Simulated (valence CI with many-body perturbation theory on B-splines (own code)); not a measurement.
# E1 transitions of K13+

Calculated by configuration interaction combined with many-body perturbation theory (CI+MBPT): four valence electrons over a frozen Dirac-Fock core [He], a basis of 11 s, 11 p, 9 d, 7 f, 5 g, 2 h, 1 i functions for each j, with the one-electron correlation potential Σ1, the two-electron term Σ2, the three-electron term Σ3, Breit, model QED; selected CI, second order for the rest (own B-spline code, finite nucleus).

No measured levels were compared; by estimate levels of excited configurations hold to 0.05 to 0.15 % of their energy, terms of the ground configuration to about 0.5 %.

Lines 1 to 50 of 232 in falling wavelength, among levels below 4167.7 × 10³ cm⁻¹, chosen from the strongest by gf and those to the six lowest levels. Wavelengths and rates use the calculated energies, so an error of 300 cm⁻¹ moves a line at 95.36 nm by 0.29 % and its rate by three times that or more. Electric multipoles are in the length gauge, E1 and E2 with the static RPA response of the core. Weak lines are less certain than strong ones. Lines between different terms over intervals too small for the method are left out, as are lines whose strength nearly cancels. Where a level lies close to another of its J and parity, the split of strength between their lines is uncertain. The highest levels of a list are the least certain.

Names give the largest LS component (configuration and term), which can be under half, so a name can repeat, a term be missing and a line seem to break the LS rules; names also repeat where a configuration has a term twice. Letters in brackets count levels of one name in rising energy.

```tsv
λ vac (nm)	Upper	Lower	A (s⁻¹)	S (a.u.) with core polarisation	S without
95.36	2s²2p3d ¹P°_1	2s²2p3p ¹S_0	2.23e+08	2.86e-01	2.86e-01
93.50	2s2p²3p ³D°_3	2s2p²3s ³P_2	4.27e+08	1.21e+00	1.21e+00
93.01	2s2p²3d ⁵P_3	2s2p²3p ⁵S°_2	1.77e+08	4.92e-01	4.92e-01
91.86	2s2p²3p ³D°_2	2s2p²3s ³P_1	4.07e+08	7.78e-01	7.78e-01
91.17	2s2p²3p ³D°_1	2s2p²3s ³P_0	3.02e+08	3.39e-01	3.39e-01
88.85	2s2p²3d ⁵P_2	2s2p²3p ⁵S°_2	2.68e+08	4.64e-01	4.64e-01
88.77	2s²2p3p ³D_1 [a]	2s²2p3s ³P°_1	3.13e+08	3.24e-01	3.25e-01
87.18	2s2p²3d ⁵P_1 [a]	2s2p²3p ⁵S°_2	2.26e+08	2.22e-01	2.22e-01
86.94	2s²2p3p ³S_1	2s²2p3s ¹P°_1	2.44e+08	2.37e-01	2.37e-01
84.52	2s2p²3d ⁵F_3	2s2p²3p ⁵D°_3	1.08e+08	2.25e-01	2.25e-01
84.20	2s2p²3p ⁵D°_3	2s2p²3s ⁵P_3	1.04e+08	2.14e-01	2.14e-01
83.17	2s2p²3p ³P°_1	2s2p²3s ³P_2	3.70e+08	3.15e-01	3.15e-01
81.63	2s2p²3p ⁵D°_2	2s2p²3s ⁵P_2	3.35e+08	4.49e-01	4.49e-01
81.34	2s2p²3d ⁵F_5	2s2p²3p ⁵D°_4	6.86e+08	2.00e+00	2.00e+00
81.15	2s2p²3d ⁵F_2	2s2p²3p ⁵D°_2	2.24e+08	2.95e-01	2.95e-01
81.02	2s2p²3p ³S°_1	2s2p²3s ⁵P_1	3.14e+08	2.47e-01	2.47e-01
80.62	2s2p²3p ³P°_2	2s2p²3s ³P_2	6.27e+08	8.11e-01	8.11e-01
80.50	2s2p²3p ⁵D°_0	2s2p²3s ⁵P_1	8.31e+08	2.14e-01	2.14e-01
79.74	2s2p²3d ⁵F_4	2s2p²3p ⁵D°_3	6.84e+08	1.54e+00	1.54e+00
78.43	2s2p²3d ⁵F_2	2s2p²3p ⁵D°_1	3.29e+08	3.91e-01	3.92e-01
78.27	2s2p²3d ⁵F_3	2s2p²3p ⁵D°_2	6.35e+08	1.05e+00	1.05e+00
77.78	2s²2p3p ³D_3	2s²2p3s ³P°_2	8.05e+08	1.31e+00	1.31e+00
77.74	2s2p²3p ⁵P°_2	2s2p²3s ⁵P_3	3.37e+08	3.91e-01	3.91e-01
77.64	2s2p²3p ⁵D°_1	2s2p²3s ⁵P_1	4.52e+08	3.13e-01	3.14e-01
77.27	2s2p²3d ⁵F_1	2s2p²3p ⁵D°_0	4.15e+08	2.83e-01	2.83e-01
77.16	2s2p²3d ⁵D_4	2s2p²3p ⁵P°_3	5.65e+08	1.15e+00	1.15e+00
77.14	2s2p²3d ⁵D_2	2s2p²3p ⁵P°_2	3.58e+08	4.05e-01	4.05e-01
76.42	2s2p²3p ⁵D°_4	2s2p²3s ⁵P_3	9.79e+08	1.94e+00	1.94e+00
76.24	2s2p²3d ⁵D_1	2s2p²3p ⁵P°_1	4.76e+08	3.13e-01	3.13e-01
75.94	2s2p²3d ⁵D_3	2s2p²3p ⁵P°_2	5.39e+08	8.15e-01	8.15e-01
75.80	2s2p²3d ⁵D_2	2s2p²3p ⁵P°_1	2.34e+08	2.52e-01	2.52e-01
75.79	2s2p²3p ⁵D°_3	2s2p²3s ⁵P_2	8.60e+08	1.29e+00	1.29e+00
75.42	2s²2p3p ³D_2	2s²2p3s ³P°_1	7.59e+08	8.03e-01	8.03e-01
75.26	2s2p²3d ⁵F_2	2s2p²3p ³S°_1	2.01e+08	2.12e-01	2.12e-01
75.15	2s2p²3p ⁵D°_2	2s2p²3s ⁵P_1	5.86e+08	6.14e-01	6.14e-01
73.79	2s²2p3p ³D_1 [b]	2s²2p3s ³P°_0	5.58e+08	3.32e-01	3.32e-01
73.40	2s²2p3d ³F°_4	2s²2p3p ³D_3	8.65e+08	1.52e+00	1.52e+00
73.32	2s2p²3d ⁵D_4	2s2p²3p ⁵D°_4	3.09e+08	5.41e-01	5.41e-01
72.65	2s2p²3p ⁵P°_3	2s2p²3s ⁵P_3	9.34e+08	1.24e+00	1.24e+00
72.14	2s²2p3d ³D°_3	2s²2p3p ³P_2	5.91e+08	7.67e-01	7.67e-01
71.88	2s²2p3d ³F°_3	2s²2p3p ³D_2	8.80e+08	1.13e+00	1.13e+00
71.67	2s2p²3p ⁵P°_1	2s2p²3s ⁵P_2	8.98e+08	4.89e-01	4.90e-01
70.74	2s²2p3d ³D°_1	2s²2p3p ³P_0	4.64e+08	2.43e-01	2.43e-01
70.65	2s2p²3d ⁵D_3	2s2p²3p ⁵D°_3	1.96e+08	2.38e-01	2.38e-01
70.51	2s2p²3p ⁵P°_2	2s2p²3s ⁵P_2	3.80e+08	3.28e-01	3.29e-01
69.30	2s²2p3p ³P_1	2s²2p3s ³P°_2	1.07e+09	5.25e-01	5.25e-01
68.92	2s²2p3d ³D°_2	2s²2p3p ³S_1	6.64e+08	5.37e-01	5.36e-01
68.84	2s2p²3d ⁵P_3	2s2p²3p ⁵P°_3	6.22e+08	7.01e-01	7.01e-01
68.66	2s²2p3d ³P°_2	2s²2p3p ³P_2	4.27e+08	3.41e-01	3.41e-01
68.48	2s²2p3d ¹D°_2	2s²2p3p ³D_1 [b]	8.49e+08	6.72e-01	6.72e-01
```
